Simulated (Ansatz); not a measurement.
Reaction (redistribution): `S[SiH](S)Cl` + `[AlH2][O][GaH2]` → `S[SiH](Cl)[O][GaH2]` + `[AlH2][SH]`

Isolated molecules relaxed with PBE0-D4/def2-TZVP in Ansatz; ΔE leaves out vibrations. CBS: MP2 limit from def2 TZ/QZ plus the TZ coupled-cluster correction, frozen cores. This one scheme is used for every species. Functionals use def2-TZVPP. HSE06 is defined as in plane-wave codes. For Ga outer-core shells are correlated without core-valence functions, which leaves a few kJ/mol of doubt a bond. Scalar relativity is left out up to krypton. One conformer a species, not always the lowest.

CCSD(T)/CBS gives -39.0 kJ/mol.

**Question.** Another level gave -36.7 kJ/mol. Which?
A. HF/def2-TZVPP
B. BLYP/def2-TZVPP
C. BHLYP-D4/def2-TZVPP
D. HSE06/def2-TZVPP

**Answer.** D. HSE06 -36.7, BLYP -30.6, BHLYP-D4 -42.8, HF/def2-TZVPP -48.2 kJ/mol.

Largest T1 diagnostic among the species: 0.015.

In def2-TZVPP, CCSD(T) changes the Hartree–Fock value by +8.5 kJ/mol (the triples alone add +1.1 kJ/mol) and MP2 by +12.8 kJ/mol. At CCSD(T), def2-SVP lies +7.0 kJ/mol from the extrapolated value and def2-TZVPP −0.6 kJ/mol.
